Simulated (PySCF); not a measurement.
**CsC at UHF**

Computed with UHF; PySCF, scalar-relativistic core potentials, basis sets Cs def2-TZVP with ECP46, C def2-TZVP.

```
state                                           : ⁴Σ⁻ (quartet), unpaired electrons σ ↑, π ↑↑
bond length                                     : 285.7 pm
harmonic wavenumber                             : 296 cm⁻¹
force constant                                  : 0.569 mdyn/Å
rotational constant Be                          : 0.1876 cm⁻¹
anharmonicity ωexe                              : 1.52 cm⁻¹
vibration–rotation constant αe                  : 0.00137 cm⁻¹
well depth De to Cs + C                         : 147 kJ/mol
dissociation energy D0                          : 145 kJ/mol
bond order (Mayer)                              : 0.23
dipole moment (positive dipole means Cs(−)C(+)) : -10.69 D
```

Spin–orbit coupling is left out, which matters for elements this heavy, above all for dissociation energies. Hartree–Fock leaves out correlation, which carries a large part of most bond energies and some tenths to 1 eV of ionisation energies. The state was picked by a PBE0 search and need not be the measured ground state.
